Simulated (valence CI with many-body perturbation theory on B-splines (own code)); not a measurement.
## Hf21+: what each term of the Hamiltonian does

Calculated by configuration interaction combined with many-body perturbation theory (CI+MBPT): five valence electrons over a frozen Dirac-Fock core [Kr] 4d10, a basis of 7 s, 7 p, 7 d, 7 f, 4 g, 2 h functions for each j, with the one-electron correlation potential Σ1 (screened to all orders), the two-electron term Σ2, the three-electron term Σ3, Breit, model QED; selected single and double excitations, second order for the rest, scaled by the run's own slope (own B-spline code, finite nucleus).

No measured spectrum was set against this ion. As an estimate, terms of the open shell hold to a few per cent of their energy, and close levels can change places. Core correlation moves these levels by up to 3100 cm⁻¹, and in measured spectra 5 to 20 % of such shifts remained as error; rates that hang on mixing are uncertain with them. Among the levels kept, up to 900 cm⁻¹ of a level comes from second order outside the variational space, and about a tenth of that is noise between levels of different J, which matters for small intervals. Only levels of the ground parity were solved; by the run's estimate the other parity begins above the list, which can be wrong where configurations are misplaced.

Each rung adds one term. CI alone is the Dirac-Coulomb CI over the frozen core; QED comes last and gives the full result, which names the levels. Energies are above 4f5 6H°_5/2 on the same rung, in cm⁻¹.

Names give the largest LS component (configuration and term), which can be under half, so a name can repeat, a term be missing and a line seem to break the LS rules; names also repeat where a configuration has a term twice. Letters in brackets count levels of one name in rising energy.

| Level | CI alone | Σ1 | Σ2 | Σ3 | Breit | QED | Full |
| --- | --- | --- | --- | --- | --- | --- | --- |
| 4f5 6H°_7/2 | 6844 | +303 | +662 | +53 | -724 | +50 | 7189 |
| 4f5 6H°_9/2 | 13684 | +545 | +1144 | +62 | -1395 | +87 | 14127 |
| 4f5 6F°_3/2 | 19846 | +350 | +126 | +50 | -585 | +49 | 19836 |
| 4f5 6F°_1/2 | 20125 | +413 | +118 | +47 | -705 | +60 | 20058 |
| 4f5 6F°_5/2 | 20602 | +268 | +55 | -32 | -479 | +36 | 20450 |
| 4f5 6H°_11/2 | 20151 | +712 | +1468 | +43 | -2001 | +112 | 20485 |
| 4f5 6H°_13/2 | 26069 | +836 | +1688 | -13 | -2534 | +127 | 26174 |
| 4f5 6F°_7/2 | 26440 | +555 | +521 | +124 | -1168 | +81 | 26553 |
| 4f5 6H°_15/2 | 31166 | +860 | +1685 | -153 | -2885 | +123 | 30798 |
| 4f5 6F°_9/2 | 33247 | +786 | +764 | +222 | -1798 | +114 | 33335 |
| 4f5 6F°_11/2 | 40131 | +960 | +947 | +237 | -2389 | +141 | 40028 |
| 4f5 4G°_5/2 [a] | 40177 | +489 | +891 | -288 | -695 | +60 | 40634 |
| 4f5 4M°_15/2 | 46804 | +423 | -16 | -390 | -1905 | +49 | 44965 |
| 4f5 4F°_3/2 | 44923 | +628 | +1726 | -34 | -848 | +78 | 46473 |
| 4f5 4I°_9/2 | 50974 | +592 | +862 | -525 | -1199 | +70 | 50774 |
| 4f5 4L°_13/2 [a] | 52747 | +564 | -218 | -359 | -1737 | +64 | 51062 |
| 4f5 4K°_11/2 [a] | 52180 | +584 | +388 | -350 | -1447 | +70 | 51424 |
| 4f5 4G°_7/2 [a] | 51346 | +794 | +1628 | -193 | -1395 | +103 | 52284 |
| 4f5 4P°_5/2 | 55701 | +522 | -404 | -180 | -629 | +56 | 55066 |

The middle columns are the shifts that each term adds.

Task: How does the ionisation energy move along the ladder, and which term matters most?

Result: CI alone 568.99, + Σ1 572.11, + Σ2 582.06, + Σ3 582.09, + Breit 582.06, + QED 582.10 eV. The largest step is Σ2, 9.96 eV. NIST lists 610 ± 30 eV (theoretical).
